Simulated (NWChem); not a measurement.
**Ionisation of C₂H₅S**

```
C
H 1 1.0933
C 1 1.4848 2 120.78
H 3 1.1006 1 110.71 2 32.37
H 3 1.1042 4 107.54 1 -122.41
H 3 1.1086 4 107.25 5 -114.37
S 1 1.7343 2 112.89 3 -160.86
H 7 1.3530 1 97.59 2 -172.20
```
Charge 0, spin multiplicity 2.

Everything below was run with NWChem. All single points use one geometry, from UPBE0/def2-SVP, a minimum by its harmonic frequencies. It is one conformer; others weren't searched.

Basis set: def2-TZVP. The species with one electron less has spin multiplicity 1 and keeps the geometry of the parent. Δ marks differences of total energies (open shells unrestricted). −ε marks an orbital energy of the parent. That orbital need not have the symmetry of the hole or added electron in the Δ rows. That singlet is a closed-shell solution.

B3LYP has NWChem's definition, with VWN1-RPA local correlation. The structure started from a generated list of species. The stability of the SCF solutions was not checked.

Question: Order these methods by the first vertical ionisation energy they give, lowest first: −ε(alpha HOMO) of B3LYP, −ε(alpha HOMO) of PBE, ΔB3LYP, ΔPBE.

Answer: −ε(alpha HOMO) of PBE (3.80 eV), −ε(alpha HOMO) of B3LYP (4.81 eV), ΔPBE (7.13 eV), ΔB3LYP (7.28 eV)
